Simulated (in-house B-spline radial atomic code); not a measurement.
Values are calculated unless marked as measured or tabulated.
Ghost states of the separable form: Ga

Ga, [Ar] 3d10 4s2 4p1, non-relativistic PBE, spherical and spin-unpolarised, from a B-spline radial code for spherical atoms (atomic units; all potentials screened as in the neutral atom).

Troullier-Martins channels: 4s (ε = -0.3201, r_c = 2.137 bohr), 4p (ε = -0.0961, r_c = 3.017 bohr), 3d (ε = -0.7267, r_c = 1.75 bohr). In the Kleinman-Bylander form one channel serves as the local potential, and each other channel l becomes |δV u><u δV|/<u|δV|u>, with δV = V_l − V_local and u the pseudo-orbital. Its strength is E_KB = <u|δV²|u>/<u|δV|u>. By the analysis of Gonze, Stumpf and Scheffler a spurious state lies below the reference level ε if E_KB > 0 and ε is above the second level of the local potential alone, or if E_KB < 0 and ε is above its first. The table's levels are those of angular momentum l in a sphere of 9 bohr, whose wall can lift a shallow ε a little above its free-atom value.

| local | channel | <u δV u> | <u δV² u> | ε | first local level | second local level |
| --- | --- | --- | --- | --- | --- | --- |
| p | s | 0.014275 | 0.11063 | -0.3200 | -0.3921 | 0.0179 |
| p | d | -7.5218 | 89.318 | -0.7267 | 0.0931 | 0.3205 |
| s | p | -0.00084636 | 0.036416 | -0.0940 | -0.0995 | 0.1306 |
| s | d | -8.8108 | 118.5 | -0.7267 | 0.0919 | 0.3153 |
| d | p | 0.087085 | 0.70475 | -0.0940 | -6.1333 | -0.0779 |
| d | s | 0.30464 | 3.7052 | -0.3200 | -11.8370 | -1.2090 |

Task: Apply the rule to each row.

Result: Local p, channel s: E_KB = +7.75, so ε = -0.3200 is set against 0.0179: no ghost. Local p, channel d: E_KB = -11.9, so ε = -0.7267 is set against 0.0931: no ghost. Local s, channel p: E_KB = -43, so ε = -0.0940 is set against -0.0995: a ghost. Local s, channel d: E_KB = -13.4, so ε = -0.7267 is set against 0.0919: no ghost. Local d, channel p: E_KB = +8.09, so ε = -0.0940 is set against -0.0779: no ghost. Local d, channel s: E_KB = +12.2, so ε = -0.3200 is set against -1.2090: a ghost.

Diagonalising the separable Hamiltonian gives:

```tsv
local	channel	three lowest levels	all-electron, two lowest valence levels
p	s	-0.3200, 0.0465, 0.3616	-0.3200, 0.0465
p	d	-0.7267, 0.1003, 0.3481	-0.7267, 0.0980
s	p	-36.2180, -0.0940, 0.1327	-0.0940, 0.1327
s	d	-0.7267, 0.0997, 0.3446	-0.7267, 0.0980
d	p	-0.0940, 0.1323, 0.4709	-0.0940, 0.1327
d	s	-4.8465, -0.3200, 0.0464	-0.3200, 0.0465
```

Task: Which choices of local channel are safe?

Result: Free of ghosts: p. With s local the p channel has a ghost 36.12 hartree below ε, since the attractive projector pulls a state below the first local level. With d local the s channel has a ghost 4.53 hartree below ε, since the local potential binds more than one state below ε, and a repulsive term of rank one raises each level at most to the next, so it clears only one of them. Among the safe choices the second level, which tests transfer, is off by at most 2.4 millihartree (p local). A small <u δV u> makes E_KB large and sensitive.
